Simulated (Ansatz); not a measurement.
Reaction (ligand exchange at a B–O bond): `[NH2][GeH2][O]BF` + `[OH][InH2]` → `FB[O][InH2]` + `[NH2][GeH2][OH]`

Calculated with Ansatz (gas phase, PBE0-D4/def2-TZVP geometries, no zero-point term in ΔE). CCSD(T)/CBS is the MP2 limit (def2-TZVPP, def2-QZVPP) plus CCSD(T) − MP2 in def2-TZVPP, frozen cores. Functionals use def2-TZVPP. B3LYP here is the variant with VWN-RPA as its local correlation; programs differ in this. HSE06 is defined as in plane-wave codes. Elements past krypton have def2 core potentials. For Ge, In outer-core shells are correlated without core-valence functions, which leaves a few kJ/mol of doubt a bond. Scalar relativity is left out up to krypton. One conformer a species, not always the lowest.

```tsv
level	ΔE (kcal/mol)	difference from CCSD(T)/CBS
LDA (SPW92)	-1.0	1.4
PBE-D4	-1.0	1.4
revPBE-D4	-1.0	1.4
BHLYP-D4	-1.4	1.0
PBE0	-1.4	1.0
B3LYP	-0.8	1.6
HSE06	-1.4	1.0
RPA@PBE/def2-TZVPP	-1.9	0.5
MP2/def2-SVP	-3.3	-0.9
CCSD(T)/def2-SVP	-3.2	-0.8
MP2/def2-TZVPP	-1.7	0.7
CCSD/def2-TZVPP	-1.8	0.6
CCSD(T)/def2-TZVPP	-1.8	0.6
MP2/def2-QZVPP	-2.0	0.4
SCS-MP2/def2-QZVPP	-2.0	0.4
MP2/CBS(def2)	-2.2	0.2
CCSD(T)/CBS	-2.4	0
```

Largest T1 diagnostic among the species: 0.017.

Leaving LDA and LC-ωPBE aside and taking each functional with its dispersion term where it has one, the values, not all of them listed here, spread over 1.7 kcal/mol, from r2SCAN0-D4 to BLYP-D4. From BLYP to BHLYP (50 % exact exchange), in def2-TZVPP and without D4, ΔE moves by −1.1 kcal/mol.
